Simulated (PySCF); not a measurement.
Dipole moment and polarisability of `C[C@](N)(CN)C(F)F`

Compound: C₄H₁₀F₂N₂.
Numbering: `[CH3:1][C@:2]([NH2:3])([CH2:4][NH2:5])[CH:6]([F:7])[F:8]` (hydrogens: H9, H10, H11 on C1; H12, H13 on N3; H14, H15 on C4; H16, H17 on N5; H18 on C6)

Structure used (GFN2-xTB), in Å, numbered top down from 1:
```
atom  x, y, z in Å
C1    -0.5285   -0.2497    1.4303
C2    -0.3777   -0.1162   -0.0852
N3    -1.5086   -0.7640   -0.7208
C4     0.9048   -0.8232   -0.6054
N5     2.1675   -0.4509   -0.0180
C6    -0.3350    1.3836   -0.4654
F7    -1.5230    1.9774   -0.1771
F8     0.6032    2.0750    0.2279
H9     0.3056    0.2205    1.9454
H10   -1.4485    0.2326    1.7540
H11   -0.5753   -1.3026    1.6932
H12   -2.3813   -0.3381   -0.4284
H13   -1.4467   -0.7111   -1.7312
H14    0.9773   -0.6539   -1.6853
H15    0.7571   -1.8939   -0.4459
H16    2.3579    0.5376   -0.1340
H17    2.1833   -0.6604    0.9730
H18   -0.1410    1.5437   -1.5386
```

Level: wB97X-D/def2-SVPD (PySCF), static field, nuclei fixed, core orbitals frozen in the response. The polarisability tensor in these axes (au):

```
x   71.64 -0.40  0.74
y   -0.40 65.70  0.28
z    0.74  0.28 66.64
```

What are the eigenvalues, a third of the trace, and Δα (Δα² = ½Σ(αi − αj)² over the three pairs)?

Principal values 65.57, 66.65 and 71.77 au; mean 67.99 au = 10.08 Å³ = 11.21 × 10⁻⁴⁰ C²·m²/J; Δα = 5.74 au (8 % of the mean).

What is the dipole moment, and where does it point?

(-0.66, -0.11, -0.59) D, 0.89 D in size, pointing from the negative to the positive side. Measured along this direction, the outermost atoms are H17 at the negative end and H13 at the positive end.

What depolarisation ratio follows for Rayleigh scattering of linearly polarised light, taking the static tensor?

ρ = 3Δα²/(45ᾱ² + 4Δα²) = 98.9/(208047 + 131.9) = 0.000475.

Refractivity n − 1 of an ideal gas of it at 350 K and 1 atm, from the electronic α?

N = p/kT = 2.0968 × 10¹⁹ cm⁻³, so n − 1 = 2π × N × 10.08 × 10⁻²⁴ cm³ = 1327 × 10⁻⁶ at long wavelengths.

What molar refraction does this α imply?

Lorentz–Lorenz: R = (4π/3)N_A α = 2.5225 cm³/(mol·Å³) × 10.08 Å³ = 25.4 cm³/mol, in the limit of long wavelengths.

Give the principal axes and the span of the nuclei along them.

Largest value along (0.99, -0.06, 0.14), where the nuclei span 4.73 Å; middle along (-0.11, 0.33, 0.94), 3.79 Å; least along (0.10, 0.94, -0.32), 3.77 Å. 

One conformer (not necessarily the lowest) at the GFN2-xTB geometry, without solvent, vibrations or thermal averaging.
